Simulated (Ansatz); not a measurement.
Relaxation of C2H4AlF (8 atoms, charge 0, multiplicity 1), to a largest force component of 0.015 eV/Å in at most 40 steps.

Method: Ansatz 0.2.0, RKS B3LYP-D4/def2-SVP.

```xyz
8
Properties=species:S:1:pos:R:3:forces:R:3
C 0.679 1.247 -0.079 -0.58 1.91 0.69
C -0.187 0.417 0.501 0.31 -1.78 -0.88
Al -0.493 -1.392 -0.242 0.00 -0.07 -0.70
F 0.239 -1.857 -1.746 -0.66 0.45 1.53
H 1.170 1.022 -1.015 0.44 -0.08 -0.37
H 0.765 2.298 0.330 0.38 -0.88 -0.49
H -0.685 0.703 1.411 -0.36 0.36 0.63
H -1.561 -2.355 0.508 0.47 0.10 -0.41
```

Where does it end, and by what steps?

The run converged. After 8 steps the energy has fallen by 0.209 eV; F4 moved furthest, 0.16 Å.

```csv
step,energy less start (eV),largest force component (eV/Å),accepted
0,0.0000,1.911,yes
1,0.0457,1.815,no
2,-0.1789,0.784,yes
3,-0.1924,0.186,yes
4,-0.2011,0.120,yes
5,-0.2073,0.063,yes
6,-0.2086,0.059,yes
7,-0.2088,0.025,yes
8,-0.2088,0.004,yes
```

```xyz
8
Properties=species:S:1:pos:R:3
C 0.635 1.253 -0.103
C -0.206 0.401 0.512
Al -0.556 -1.362 -0.208
F 0.243 -1.750 -1.624
H 1.153 0.987 -1.033
H 0.849 2.258 0.285
H -0.680 0.754 1.440
H -1.512 -2.458 0.400
```

The run took 9.4 s on 1 thread of AMD EPYC 9R45 96-Core Processor (Zen 5) (shared host), peak memory 0.17 GiB.
